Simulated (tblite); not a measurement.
Species: C6H11NOSi.
Structure used (GFN2-xTB), in Å, numbered top down from 1:
```
atom  x, y, z in Å
N1     2.3373    1.1559    1.6065
C2     2.9480    1.0608    0.5143
C3     2.4590    1.0629   -0.8713
C4     1.2577    0.7072   -1.3493
C5     0.0801    0.2416   -0.5972
O6    -0.2111    0.6178    0.5193
C7    -0.8019   -0.7225   -1.3426
C8    -1.6752   -1.5159   -0.3825
Si9   -2.5216   -0.4265    0.9460
H10    1.3222    1.2402    1.5406
H11    4.0335    0.9820    0.5827
H12    3.2206    1.3310   -1.5956
H13    1.1173    0.6943   -2.4241
H14   -1.4316   -0.1127   -2.0003
H15   -0.1931   -1.3696   -1.9812
H16   -2.4247   -2.0576   -0.9586
H17   -1.0588   -2.2678    0.1123
H18   -2.8035    0.9070    0.4143
H19   -3.8339   -1.0685    1.1553
H20   -1.8253   -0.4489    2.2244
```

Level: GFN2-xTB in tblite, geometry and Hessian alike; calculated harmonic values, unscaled, isolated species. Against measured fundamentals such values can be off by several per cent, at times by over 20. Modes of hydrogen on silicon can be 10 to 20 % off. One conformer, not necessarily the lowest.

Harmonic wavenumbers (cm⁻¹): 35.9, 47.1, 89.2, 113.2, 159.2, 211.5, 242.9, 295.6, 305.8, 335.0, 414.4, 538.2, 541.6, 577.0, 595.7, 680.4, 711.2, 715.8, 746.6, 800.1, 842.9, 846.6, 867.7, 897.4, 926.2, 944.3, 966.7, 1063.3, 1087.7, 1089.5, 1111.2, 1183.2, 1192.6, 1241.9, 1278.1, 1318.1, 1349.1, 1375.8, 1438.0, 1491.5, 1619.7, 1702.6, 1715.2, 2161.4, 2255.1, 2322.0, 2924.7, 2948.7, 2961.8, 2984.1, 3002.5, 3026.4, 3042.4, 3309.1.

A = 2712, B = 762.3, C = 633.7 MHz; mass 141.061 u (most abundant isotopes); point group C1, symmetry number 1.

Zero-point energy?

½Σν̃ = 33322 cm⁻¹ = 398.62 kJ/mol.

What is S at 500 K and 1 bar for an ideal gas of classical rigid rotors and harmonic oscillators?

Translation 181.33, rotation 131.49, vibration 235.64: S = 548.5 J/(mol K).

And Cp and H(500 K) − H(0)?

Cp = 259.92 J/(mol K), of which vibrations give 226.66 (their classical limit is 54 R = 449.0); H(500 K) − H(0) = 75.93 kJ/mol without the zero-point energy, 59.30 from vibrations.

How do the functions run with temperature in this model?

```csv
T (K),S (J/(mol K)),Cp (J/(mol K)),H − H(0) (kJ/mol),G − H(0) (kJ/mol),ln q(vib)
150,342.6,105.6,10.60,-40.79,3.90
250,407.4,152.9,23.48,-78.36,6.85
298.15,436.3,176.3,31.41,-98.67,8.25
400,494.7,222.2,51.76,-146.12,11.20
600,598.7,290.8,103.51,-255.69,16.90
900,730.0,355.5,201.31,-455.66,24.92
```

q(vib) and H(0) count from the zero-point level.

What must be added to the electronic energy to get the Gibbs energy at 500 K and 1 bar?

ZPE + [H(500 K) − H(0)] − T·S = 398.62 + 75.93 − 274.23 = 200.32 kJ/mol.

Blend soft modes into free rotors: weight 1/[1 + (100 cm⁻¹/ν̃)⁴] for the oscillator and the rest for a rotor with moment μB/(μ + B), μ = h/(8π²ν), B = 10⁻⁴⁴ kg m². What vibrational entropy results?

214.47 J/(mol K) in place of 235.64, which changes −T·S at 500 K by +10.58 kJ/mol.

Hindered rotation and anharmonicity are outside this model. Other conformers, if any are populated, would add a mixing term that is left out. The structure is chiral; the term R ln 2 for an equal mix with its mirror image is left out.
